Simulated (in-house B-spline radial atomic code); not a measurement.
Levels of two electrons outside the [He] 2s2 2p6 core along the 12-electron series, above the ground level 3s2 J0; labels give the leading configuration and J, and a prime marks the next level of the same label. Computed with a B-spline radial code for spherical atoms: configuration interaction with many-body perturbation theory for the core, Breit and QED.

```tsv
ion	Z	first ionisation energy (eV)	excitation of 3s3p J1' (eV)	core correlation Breit and QED part of 3s3p J1' (eV)	excitation of 3p2 J2 (eV)	core correlation Breit and QED part of 3p2 J2 (eV)	excitation of 3s3p J2 (eV)	core correlation Breit and QED part of 3s3p J2 (eV)	excitation of 3p2 J0 (eV)	core correlation Breit and QED part of 3p2 J0 (eV)
Rh33+	45	2060.6	124.55	-1.0824	189.2	-1.1039	102.8	-0.60877	160.11	-0.75717
Pd34+	46	?	?	?	?	?	?	?	?	?
Ag35+	47	2299.5	137.89	-1.1979	207.1	-1.2641	115.22	-0.72912	170.44	-0.80273
Cd36+	48	?	?	?	?	?	?	?	?	?
In37+	49	2552.3	152.67	-1.3305	226.53	-1.446	129.07	-0.86733	180.94	-0.85416
Sn38+	50	2684.1	160.66	-1.4028	236.87	-1.5438	136.58	-0.94267	186.26	-0.87992
Sb39+	51	?	?	?	?	?	?	?	?	?
Te40+	52	2958.3	177.92	-1.5599	258.91	-1.7546	152.88	-1.1066	197.04	-0.93366
I41+	53	3100.9	187.25	-1.6463	270.65	-1.8696	161.72	-1.1969	202.51	-0.96223
Xe42+	54	3247.1	197.08	-1.7382	282.92	-1.9913	171.05	-1.2927	208.03	-0.99245
Cs43+	55	3397.0	207.42	-1.8345	295.73	-2.1171	180.9	-1.3932	213.61	-1.0207
Ba44+	56	3550.6	218.32	-1.9374	309.11	-2.2516	191.28	-1.5006	219.25	-1.0519
La45+	57	3708.1	229.78	-2.0471	323.1	-2.3954	202.24	-1.6149	224.94	-1.0879
Ce46+	58	3869.3	241.85	-2.1628	337.71	-2.5451	213.8	-1.7357	230.7	-1.1217
```

Problem. Fill in the row of Pd34+.

Solution. first ionisation energy (eV): 2178.3; excitation of 3s3p J1' (eV): 131.05; core correlation Breit and QED part of 3s3p J1' (eV): -1.139; excitation of 3p2 J2 (eV): 197.97; core correlation Breit and QED part of 3p2 J2 (eV): -1.1829; excitation of 3s3p J2 (eV): 108.84; core correlation Breit and QED part of 3s3p J2 (eV): -0.66773; excitation of 3p2 J0 (eV): 165.26; core correlation Breit and QED part of 3p2 J0 (eV): -0.78067.

Problem. Fill in the row of Cd36+.

Solution. first ionisation energy (eV): 2424.1; excitation of 3s3p J1' (eV): 145.09; core correlation Breit and QED part of 3s3p J1' (eV): -1.2626; excitation of 3p2 J2 (eV): 216.61; core correlation Breit and QED part of 3p2 J2 (eV): -1.3533; excitation of 3s3p J2 (eV): 121.95; core correlation Breit and QED part of 3s3p J2 (eV): -0.79651; excitation of 3p2 J0 (eV): 175.67; core correlation Breit and QED part of 3p2 J0 (eV): -0.82914.

Problem. Fill in the row of Sb39+.

Solution. first ionisation energy (eV): 2819.4; excitation of 3s3p J1' (eV): 169.07; core correlation Breit and QED part of 3s3p J1' (eV): -1.4799; excitation of 3p2 J2 (eV): 247.65; core correlation Breit and QED part of 3p2 J2 (eV): -1.6478; excitation of 3s3p J2 (eV): 144.51; core correlation Breit and QED part of 3s3p J2 (eV): -1.0231; excitation of 3p2 J0 (eV): 191.62; core correlation Breit and QED part of 3p2 J0 (eV): -0.90732.
